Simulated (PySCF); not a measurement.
Numbering as in the mapped SMILES `[CH2:1]=[CH:2][BH:3][O:4][CH3:5]` (H(Xn): hydrogen on atom n). Ha(C1) is cis to B3; Hb(C1) is trans to B3.

Geometry: PBE0-D3(BJ)/def2-SVP; GIAO absolute shieldings from PySCF 2.14, gas phase, non-relativistic, averaged over equivalent atoms.

At PBE0/pcSseg-1 (120 basis functions, 7.7 s wall time on 1 thread of an Arm Neoverse V2, shared host):
| atoms | σ (ppm) |
| --- | --- |
| C1 | 30.2 |
| C2 | 36.3 |
| C5 | 122.2 |
| B3 | 57.2 |
| O4 | 150.7 |
| Hb(C1) | 24.64 |
| H(C2) | 24.77 |
| Ha(C1) | 24.84 |
| H(B3) | 26.30 |
| H(C5) | 27.25 |

Question: What do these become at HF/pcSseg-2?

Answer: 
```csv
atoms,σ at HF/pcSseg-2,change
C1,35.4,+5.2
C2,44.0,+7.7
C5,134.6,+12.4
B3,69.9,+12.7
O4,208.7,+58.0
Hb(C1),25.11,+0.47
H(C2),25.32,+0.55
Ha(C1),25.21,+0.37
H(B3),26.96,+0.66
H(C5),27.97,+0.72
```

The largest change is at O4 (oxygen bonded to C, B). Cost: 278 basis functions, 14 s wall time on 1 thread of an Arm Neoverse V2, shared host. The order of the carbon signals is the same at both levels.

A carbon bonded to boron is broadened by the quadrupolar boron nucleus and is often missing from a measured spectrum.
